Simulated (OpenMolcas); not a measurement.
# P4+: effect of the basis set

| Quantity | Value |
| --- | --- |
| Program | OpenMolcas 26.06 |
| Method | SS-CASPT2, IPEA 0.25 Eh, imaginary shift 0.1 Eh (closed shells correlated: 2s 2p) |
| Active space | 1 electron in 4 orbitals (3s 3p) |
| State averaging | 2S+1 = 2 even, 1 root; 2S+1 = 2 odd, 3 roots |
| Spin-orbit coupling | RASSI with atomic mean-field integrals over the reference wave functions, term energies averaged over their components |

A. ANO-R1 [4s3p1d], X2C, finite nucleus; CASPT2 step of the order of 0.8 core-seconds
B. ANO-L-VTZP [5s4p2d1f], non-relativistic, point nucleus; CASPT2 step about 0.8 core-seconds
C. ANO-RCC-VTZP [5s4p2d1f], DKH2, point nucleus; CASPT2 step roughly 0.8 core-seconds
D. ANO-R2 [5s4p3d1f], X2C, finite nucleus; CASPT2 step of the order of 1.2 core-seconds
E. ANO-RCC-VQZP [6s5p3d2f1g], DKH2, point nucleus; CASPT2 step roughly 0.7 core-seconds
F. ANO-R3 [6s5p4d2f1g], X2C, finite nucleus; CASPT2 step of the order of 1.1 core-seconds

Energies in cm-1 above 3s 2S 1/2, the measured ground level; measured values from Martin, Zalubas and Musgrove, J. Phys. Chem. Ref. Data 14, 751 (1985).

| Level | A | B | C | D | E | F | Measured |
| --- | --- | --- | --- | --- | --- | --- | --- |
| 3s 2S 1/2 | 0.0 | 0.0 | 0.0 | 0.0 | 0.0 | 0.0 | 0.0 |
| 3p 2P* 1/2 | 82430 | 87631 | 88536 | 88800 | 88723 | 88972 | 88652 |
| 3p 2P* 3/2 | 83228 | 88275 | 89196 | 89470 | 89397 | 89655 | 89447 |

Deviations, from unrounded energies. A percentage is the sum of absolute deviations over the sum of measured energies, with the sign that they share, or ± where signs differ.

```csv
Against measurement,Levels,A,B,C,D,E,F
mean absolute deviation (cm-1),2,6200,1100,180,85,61,260
other configurations (%),2,-7.0,-1.2,-0.2,+0.1,±0.1,+0.3
```

E lies closest to measurement on these levels and A furthest from it. The largest miss of E in the table is 3p 2P* 1/2, by +71 cm-1. The ranking rests on the paired levels alone, and a cruder setting can come out closer through cancelling errors.

Among A to F the level of the table that moves most is 3p 2P* 1/2, by 6500 cm-1 (lowest in A, highest in F).

With one active electron, CASPT2 adds the correlation within the correlated inactive shells and between them and that electron, and leaves the splitting within a term as the reference gives it. The basis is small and was not contracted for so high a charge (holds for A). Measured partners are found by configuration, term and J. A level has none where our copy of the source lacks it or the pairing is in doubt (some pairs that miss far off the trend of their configuration count as doubtful), and it then counts in no deviation. Only configurations of the active space appear.

* marks odd parity.
